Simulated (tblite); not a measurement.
Compound: C6H12BFO2.
Numbering: `[BH3-:1][O+:2]([CH3:3])[C@:4]([F:5])([CH:6]=[CH2:7])[C:8]([CH3:9])=[O:10]` (hydrogens: H11, H12, H13 on B1; H14, H15, H16 on C3; H17 on C6; H18, H19 on C7; H20, H21, H22 on C9)
Bond orders are those of one Lewis drawing.

Computed with GFN2-xTB (tblite), gas phase: L-BFGS steps from a force-field or distance-geometry start until the largest atomic force falls under 0.01 eV/Å.

Step 26: E = -897.9917 eV
```
atom  x, y, z in Å  |  force x, y, z in eV/Å
B1     -1.3997   -1.5783   -0.6996   -0.018  -0.115  -0.031
O2     -0.8618   -0.0447   -0.0880    0.059   0.065  -0.035
C3     -1.9861    0.7182    0.3660    0.076  -0.035  -0.027
C4      0.2377    0.0626    0.7722   -0.010   0.051  -0.035
F5     -0.1222   -0.4438    2.0102   -0.013   0.001  -0.054
C6      0.6899    1.5004    0.9674   -0.052  -0.006   0.006
C7      0.9754    2.3344   -0.0166    0.030  -0.030   0.026
C8      1.5493   -0.6714    0.3416    0.009  -0.057   0.068
C9      1.6625   -1.2473   -1.0228    0.003   0.006  -0.075
O10     2.4427   -0.7079    1.1433   -0.052  -0.017   0.081
H11    -0.7613   -2.4146   -0.1650    0.023   0.047   0.085
H12    -2.5498   -1.6406   -0.4415    0.006   0.034   0.048
H13    -1.1749   -1.4417   -1.8555   -0.053  -0.018   0.008
H14    -1.6912    1.7631    0.5000   -0.034  -0.052   0.007
H15    -2.7413    0.6335   -0.4123    0.041   0.033   0.072
H16    -2.3674    0.3094    1.3064   -0.029   0.050  -0.076
H17     0.8106    1.7729    2.0073    0.033  -0.002  -0.051
H18     1.3334    3.3286    0.1942   -0.041  -0.037  -0.028
H19     0.8710    2.0724   -1.0583   -0.025  -0.038   0.069
H20     1.0294   -0.7700   -1.7551   -0.086   0.178  -0.034
H21     2.7039   -1.2315   -1.3261    0.114   0.001  -0.029
H22     1.3396   -2.2846   -0.9608    0.018  -0.062   0.003
```

Step 27: E = -897.9972 eV
```
atom  x, y, z in Å  |  force x, y, z in eV/Å
B1     -1.3954   -1.5889   -0.6917    0.007  -0.101  -0.025
O2     -0.8597   -0.0436   -0.0901    0.140   0.032  -0.043
C3     -1.9852    0.7164    0.3562    0.023  -0.032  -0.019
C4      0.2358    0.0668    0.7745   -0.003  -0.002  -0.002
F5     -0.1296   -0.4350    2.0130   -0.021   0.008  -0.046
C6      0.6968    1.5000    0.9664   -0.067   0.015   0.028
C7      0.9803    2.3348   -0.0170    0.047  -0.039   0.022
C8      1.5445   -0.6740    0.3492   -0.012  -0.098  -0.031
C9      1.6526   -1.2359   -1.0209    0.012   0.026  -0.118
O10     2.4386   -0.7278    1.1470   -0.018   0.012   0.194
H11    -0.7527   -2.4206   -0.1557    0.022   0.055   0.095
H12    -2.5424   -1.6518   -0.4306   -0.041   0.035   0.065
H13    -1.1737   -1.4556   -1.8468   -0.049  -0.018  -0.025
H14    -1.6995    1.7621    0.4968    0.004  -0.035   0.006
H15    -2.7318    0.6312   -0.4286   -0.004   0.036   0.041
H16    -2.3745    0.3025    1.2898   -0.046   0.047  -0.036
H17     0.8266    1.7693    2.0061    0.047  -0.001  -0.052
H18     1.3571    3.3206    0.1947   -0.049   0.012  -0.018
H19     0.8634    2.0812   -1.0586   -0.025  -0.057   0.048
H20     1.0200   -0.7420   -1.7408   -0.119   0.170  -0.077
H21     2.6910   -1.2175   -1.3327    0.139  -0.004  -0.010
H22     1.3275   -2.2728   -0.9733    0.014  -0.060   0.002
```

Step 28: E = -898.0040 eV
```
atom  x, y, z in Å  |  force x, y, z in eV/Å
B1     -1.3900   -1.6057   -0.6820    0.028  -0.057  -0.006
O2     -0.8546   -0.0415   -0.0937    0.185  -0.015  -0.053
C3     -1.9835    0.7136    0.3428   -0.035  -0.021  -0.009
C4      0.2338    0.0723    0.7781    0.017  -0.072   0.026
F5     -0.1405   -0.4232    2.0161   -0.031   0.011  -0.029
C6      0.7049    1.4998    0.9655   -0.061   0.030   0.045
C7      0.9881    2.3347   -0.0173    0.054  -0.038   0.010
C8      1.5389   -0.6792    0.3593   -0.021  -0.116  -0.134
C9      1.6396   -1.2200   -1.0208    0.025   0.054  -0.133
O10     2.4318   -0.7544    1.1552   -0.017   0.025   0.256
H11    -0.7405   -2.4279   -0.1411    0.019   0.055   0.101
H12    -2.5334   -1.6660   -0.4142   -0.081   0.029   0.077
H13    -1.1727   -1.4744   -1.8359   -0.048  -0.027  -0.059
H14    -1.7102    1.7603    0.4927    0.053  -0.010   0.006
H15    -2.7191    0.6287   -0.4500   -0.057   0.036  -0.012
H16    -2.3848    0.2937    1.2669   -0.055   0.034   0.015
H17     0.8489    1.7643    2.0038    0.063   0.003  -0.031
H18     1.3882    3.3098    0.1950   -0.058   0.064  -0.007
H19     0.8525    2.0922   -1.0584   -0.020  -0.080   0.022
H20     1.0049   -0.7019   -1.7232   -0.098   0.116  -0.079
H21     2.6761   -1.1986   -1.3413    0.118  -0.007   0.009
H22     1.3114   -2.2574   -0.9905    0.019  -0.012  -0.015
```

Task: Estimate the geometry and energy of step 29. (The exact step hangs on the optimiser's Hessian estimate; all steps are aligned on step 28, rigid shifts and turns removed.)

Result: E = -898.0109 eV, largest force 0.234 eV/Å
```
atom  x, y, z in Å  |  force x, y, z in eV/Å
B1     -1.3849   -1.6247   -0.6720    0.027   0.005   0.018
O2     -0.8459   -0.0381   -0.1001    0.147  -0.055  -0.051
C3     -1.9806    0.7109    0.3283   -0.068  -0.008  -0.005
C4      0.2325    0.0768    0.7816    0.037  -0.121   0.034
F5     -0.1538   -0.4122    2.0174   -0.034   0.006  -0.003
C6      0.7120    1.4994    0.9650   -0.028   0.027   0.042
C7      0.9964    2.3335   -0.0177    0.045  -0.031  -0.001
C8      1.5341   -0.6867    0.3693   -0.018  -0.094  -0.179
C9      1.6271   -1.2023   -1.0233    0.045   0.077  -0.103
O10     2.4226   -0.7830    1.1675   -0.052   0.015   0.228
H11    -0.7273   -2.4335   -0.1225    0.011   0.049   0.092
H12    -2.5254   -1.6781   -0.3938   -0.085   0.018   0.074
H13    -1.1733   -1.4951   -1.8257   -0.049  -0.048  -0.073
H14    -1.7201    1.7587    0.4890    0.097   0.001   0.003
H15    -2.7063    0.6273   -0.4716   -0.095   0.033  -0.067
H16    -2.3938    0.2839    1.2426   -0.051   0.019   0.055
H17     0.8712    1.7589    2.0012    0.079   0.011   0.008
H18     1.4182    3.2985    0.1940   -0.067   0.104   0.000
H19     0.8397    2.1013   -1.0576   -0.007  -0.099   0.003
H20     0.9884   -0.6573   -1.7054   -0.030   0.026  -0.050
H21     2.6633   -1.1782   -1.3496    0.066  -0.004   0.017
H22     1.2956   -2.2408   -1.0095    0.030   0.067  -0.044
```

The energy changes by -0.0069 eV. The first-order estimate −F·Δx gives -0.0097 eV and the mean of the old and new forces, exact on a quadratic surface, -0.0069 eV. The step makes an angle of 81° with the force vector and moves no atom by more than 0.051 Å.

What follows is the cost of the whole relaxation. Hardware: one thread, Arm Neoverse V1 (aarch64) (shared host). Cost: 1.4 s.
